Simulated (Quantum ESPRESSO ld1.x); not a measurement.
Values are calculated unless marked as measured or tabulated.
Problem. The mean radii <r> (bohr) of the occupied orbitals of an atom or ion are listed with their occupations. Level of theory: scalar-relativistic Kohn-Sham, RPBE, spin-unpolarised, spherical densities, point nucleus (ld1.x of Quantum ESPRESSO 7.5).

orbital  occ.      <r>
1s          2  0.05844
2s          2   0.2664
2p          6   0.2350
3s          2   0.7647
3p          4   0.7841
3d          3   0.8027
4s          2    1.834

Name the element and its charge.

Solution. Z = 26, iron, charge +5: Fe5+ in [Ne] 3s2 3p4 3d3 4s2. The 1s radius gives Z: for a bare nucleus <r> = (2 gamma + 1)/(2Z) with gamma = sqrt(1 - (Z/c)^2), 0.05699 bohr for Z = 26, and screening makes it slightly larger (0.05844 here). The occupations add up to 21, and the charge is Z minus that.
